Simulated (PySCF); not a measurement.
Isomers of C7H8O, mass 108.058 u with the commonest isotopes. Level of theory: CAM-B3LYP/def2-SVPD in PySCF (dipole) on a GFN2-xTB geometry, gas phase. One conformer each, none proved a minimum here; rigid rotors.

**Question.** Order these by radius of gyration √(Σ m r²/M), smallest first.
A. `[O:1]=[CH:2][C@@:3]12[CH:4]=[CH:5][CH2:6][C@@H:7]1[CH2:8]2` with O1–C2–C3–C4 -178°
B. `[CH2:1]=[CH:2][CH2:3][c:4]1[cH:5][cH:6][o:7][cH:8]1` with C1–C2–C3–C4 121°, C2–C3–C4–C5 -76°
C. `[cH:1]1[cH:2][c:3]([CH:4]2[CH2:5][CH2:6]2)[cH:7][o:8]1` with C2–C3–C4–C5 36°
D. `[OH:1][CH2:2][C@@:3]12[CH:4]=[CH:5][C@H:6]3[C@@H:7]1[C@@H:8]23` with H–O1–C2–C3 -51°, O1–C2–C3–C4 -58°
E. `[CH3:1][CH2:2]/[CH:3]=[CH:4]\[C:5]#[C:6][CH:7]=[O:8]` with C1–C2–C3–C4 -118°
F. `[CH3:1][O:2][c:3]1[cH:4][cH:5][cH:6][cH:7][cH:8]1` with C1–O2–C3–C4 180° (anisole)

**Answer.** D (1.829 Å), A (1.854 Å), F (1.968 Å), C (1.993 Å), B (2.114 Å), E (2.596 Å).

**Question.** Order these by rotational constant B, smallest first.
A. `[cH:1]1[cH:2][c:3]([CH:4]2[CH2:5][CH2:6]2)[cH:7][o:8]1` with C2–C3–C4–C5 36°
B. `[OH:1][CH2:2][C@@:3]12[CH:4]=[CH:5][C@H:6]3[C@@H:7]1[C@@H:8]23` with H–O1–C2–C3 -51°, O1–C2–C3–C4 -58°
C. `[CH3:1][O:2][c:3]1[cH:4][cH:5][cH:6][cH:7][cH:8]1` with C1–O2–C3–C4 180° (anisole)
D. `[CH2:1]=[CH:2][CH2:3][c:4]1[cH:5][cH:6][o:7][cH:8]1` with C1–C2–C3–C4 121°, C2–C3–C4–C5 -76°
E. `[CH3:1][CH2:2]/[CH:3]=[CH:4]\[C:5]#[C:6][CH:7]=[O:8]` with C1–C2–C3–C4 -118°
F. `[O:1]=[CH:2][C@@:3]12[CH:4]=[CH:5][CH2:6][C@@H:7]1[CH2:8]2` with O1–C2–C3–C4 -178°

**Answer.** E (788.1 MHz), D (1211 MHz), A (1381 MHz), C (1573 MHz), F (1727 MHz), B (1803 MHz).

**Question.** Order these by rotational constant A, smallest first.
A. `[cH:1]1[cH:2][c:3]([CH:4]2[CH2:5][CH2:6]2)[cH:7][o:8]1` with C2–C3–C4–C5 36°
B. `[CH3:1][CH2:2]/[CH:3]=[CH:4]\[C:5]#[C:6][CH:7]=[O:8]` with C1–C2–C3–C4 -118°
C. `[O:1]=[CH:2][C@@:3]12[CH:4]=[CH:5][CH2:6][C@@H:7]1[CH2:8]2` with O1–C2–C3–C4 -178°
D. `[CH2:1]=[C:2]([CH3:3])[c:4]1[cH:5][cH:6][o:7][cH:8]1` with C1–C2–C4–C5 0°
E. `[CH2:1]=[CH:2][CH2:3][c:4]1[cH:5][cH:6][o:7][cH:8]1` with C1–C2–C3–C4 121°, C2–C3–C4–C5 -76°

**Answer.** C (4551 MHz), D (4784 MHz), B (5059 MHz), E (5798 MHz), A (6070 MHz).

```tsv
SMILES	point group	Ia (u·Å²)	Ib (u·Å²)	Ic (u·Å²)	κ	μa (D)	μb (D)	μc (D)
CC/C=C\C#CC=O	C1	99.89	641.30	715.38	-0.96	4.95	0.51	0.57
c1cc(C2CC2)co1	–	83.25	365.83	409.51	-0.94	1.05	0.24	0.00
O=C[C@@]12C=CC[C@@H]1C2	C1	111.04	292.57	339.02	-0.85	3.11	0.63	0.41
C=CCc1ccoc1	C1	87.17	417.28	461.58	-0.95	0.60	0.13	0.31
COc1ccccc1	Cs	98.70	321.26	416.74	-0.82	0.66	1.11	0.01
OC[C@@]12C=C[C@H]3[C@@H]1[C@H]32	C1	109.88	280.30	332.98	-0.81	1.42	1.76	0.43
C=C(C)c1ccoc1	Cs	105.63	322.24	424.74	-0.79	0.37	0.10	0.00
```
